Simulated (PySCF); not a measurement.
C4H8NSi2 (doublet state).
Cartesian coordinates in Å at the GFN2-xTB level; atoms count from 1:
```xyz
15
C4H8NSi2 angstrom
C      3.6366    0.6010    0.2071
C      2.7513   -0.1195   -0.1692
Si     1.3957   -1.2270   -0.7683
Si    -0.4603   -0.5492    0.3930
N     -1.8307   -1.4757   -0.1306
C     -0.9283    1.2568    0.3693
C     -2.1610    1.7620    0.4090
H      4.4104    1.2329    0.5390
H      1.7528   -2.5980   -0.3553
H      1.5163   -1.2034   -2.2387
H     -1.8417   -2.4748   -0.0136
H     -2.7609   -1.1042   -0.0327
H     -0.0956    1.9491    0.4214
H     -2.3516    2.8231    0.4557
H     -3.0374    1.1349    0.3750
```

The hyperfine couplings belong to this conformer and change with its torsions.

Identity: `C#C[SiH2][Si](N)C=C` [radical].

Theory: UKS B3LYP, pcH-1 on C H N Si, non-relativistic, mean-field spin-orbit, GIAO (PySCF). Isolated species at its GFN2-xTB geometry (one conformer only). Couplings are sensitive to structure, and on GFN2-xTB geometries they can be far from those on DFT ones, by a factor of two or more for some ions and for spin on atoms past the first row. Stability of the SCF solution: not tested.

(1) The isotropic 13C couplings are +15.4, +8.9, -3.9, +0.7 MHz. Assign them to C1; C2; C6; C7.

(2) The isotropic 29Si couplings are -382.1, -113.5 MHz. Assign them to Si3; Si4.

## Answers

(1) 
```csv
site,a_iso (MHz),ρ(0) (bohr⁻³),position,distance from Si4 (Å),spin population,largest |T| (MHz)
C1,+0.7,+0.0006,3 bonds from Si4,4.26,+0.01,1.2
C2,-3.9,-0.0035,2 bonds from Si4,3.29,-0.01,0.8
C6,+8.9,+0.0079,1 bond from Si4,1.87,-0.09,13.0
C7,+15.4,+0.0137,2 bonds from Si4,2.87,+0.19,28.2
```

(2) 
| site | a_iso (MHz) | ρ(0) (bohr⁻³) | position | distance from Si4 (Å) | spin population | largest \|T\| (MHz) |
| --- | --- | --- | --- | --- | --- | --- |
| Si3 | -113.5 | +0.1278 | 1 bond from Si4 | 2.29 | +0.07 | 18.6 |
| Si4 | -382.1 | +0.4308 | largest spin population | 0.00 | +0.70 | 127.7 |

ρ(0) is the spin density at the nucleus and T the dipolar tensor; a_iso includes a spin–orbit part; entries for several nuclei are means. Largest spin populations (Mulliken): Si4 (+0.70), C7 (+0.19), N5 (+0.12) and C6 (-0.09). The positive populations add up to 1.12 and the negative ones to -0.12, together 2S = 1. The angles at Si4 add up to 336.4°, so it is pyramidal.

Class means assume fast exchange of nuclei equivalent by connectivity; if that motion is slow, each nucleus keeps its own coupling. H11 and H12 aren't averaged: N5 is flat or nearly so (angle sum 351°), and its turn about the short N5–Si4 bond (1.74 Å) is taken as slow. The 1H value of +32.6 MHz is a mean of couplings from -4.4 to 69.6 MHz in this one geometry, not an average over conformers.

Hardware: one thread, AMD EPYC (x86_64), shared host with 64 logical CPUs at a one-minute load of 59. Cost: 1.8 min of wall time (grids of density and orbitals included), 1.1 GiB resident at most.
